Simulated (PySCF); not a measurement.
## ¹⁹F chemical shifts

Relativity neglected, in vacuum, one averaged value for each set of equivalent atoms, a single conformation. Geometry from GFN2-xTB; σ from GIAO-PBE0/pcSseg-1; PySCF 2.14.0 with density-fitted response routines.

Shieldings were converted by a linear fit to measured shifts: ¹⁹F: δ = 146.13 − 0.903σ +14.6 on sp3 carbon (rms 6.0 ppm, 223 shifts, 7.0 ppm with the 5 outliers that the fit left out vs CFCl3, solution or neat liquid). Occasional misses reach two or three times the rms, and more in compound classes unlike the fitted ones.

Question: Give the ¹⁹F shifts of `C=C(C)[SiH2][C@H](F)C(F)(F)F`, `O=C[C@@H]1OCC(F)=C1F`.

Answer: 
| compound | environment | δ (ppm) |
| --- | --- | --- |
| [CH2:1]=[C:2]([CH3:3])[SiH2:4][C@H:5]([F:6])[C:7]([F:8])([F:9])[F:10] | F8/9/10: fluorine of a CF3 group (×3) | -72.3 |
| [CH2:1]=[C:2]([CH3:3])[SiH2:4][C@H:5]([F:6])[C:7]([F:8])([F:9])[F:10] | F6: fluorine on an sp3 carbon | -235.9 |
| [O:1]=[CH:2][C@@H:3]1[O:4][CH2:5][C:6]([F:7])=[C:8]1[F:9] | F7: vinylic fluorine | -156.9 |
| [O:1]=[CH:2][C@@H:3]1[O:4][CH2:5][C:6]([F:7])=[C:8]1[F:9] | F9: vinylic fluorine | -157.4 |

Question: Match the shifts -55.1, -117.7, -130.9, -164.4 ppm to `Fc1ccccc1-n1cpcn1`, `F[C@@H]1CCC[C@H]1C1CC1`, `COC/C=C\F`, `O=CC1=CCC(F)(F)O1`.

Answer: -55.1: O=CC1=CCC(F)(F)O1 (fluorine of a CF2 group); -117.7: COC/C=C\F (vinylic fluorine); -130.9: Fc1ccccc1-n1cpcn1 (aryl fluorine); -164.4: F[C@@H]1CCC[C@H]1C1CC1 (fluorine on an sp3 carbon).
